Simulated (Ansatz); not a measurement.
`C[S][SnH2][CH3]` + `C=CF` → `C=[C](F)[SnH2][CH3]` + CH₃SH  (formal exchange of groups at the Sn–S bond)

Program: Ansatz. Geometries: PBE0-D4/def2-TZVP. ΔE: electronic, gas phase. CCSD(T)/CBS is the MP2 limit (def2-TZVPP, def2-QZVPP) plus CCSD(T) − MP2 in def2-TZVPP, frozen cores. This one scheme is used for every species. DFT in def2-TZVPP. B3LYP here is the variant with VWN-RPA as its local correlation; programs differ in this. def2 core potentials past Kr. For Sn outer-core shells are correlated without core-valence functions, which leaves a few kJ/mol of doubt a bond. One conformer a species, not always the lowest.

Problem. Is it downhill or uphill in electronic energy at CCSD(T)/CBS, and by how much? (Estimate.)

Solution. The calculation gave: Uphill: ΔE = +80.4 kJ/mol.

Problem. What do these levels give: PBE0-D4, B3LYP-D4, ωB97X-V, MP2/def2-TZVPP, SCS-MP2/def2-TZVPP, HF/CBS(def2)? (Estimate.)

Solution. Computed: PBE0-D4 83.0, B3LYP-D4 81.5, ωB97X-V 77.1, MP2/def2-TZVPP 79.4, SCS-MP2/def2-TZVPP 77.5, HF/CBS(def2) 86.4 kJ/mol.

Largest T1 diagnostic among the species: 0.013.

In def2-TZVPP, CCSD(T) changes the Hartree–Fock value by −11.5 kJ/mol (the triples alone add −0.7 kJ/mol) and MP2 by −6.7 kJ/mol.
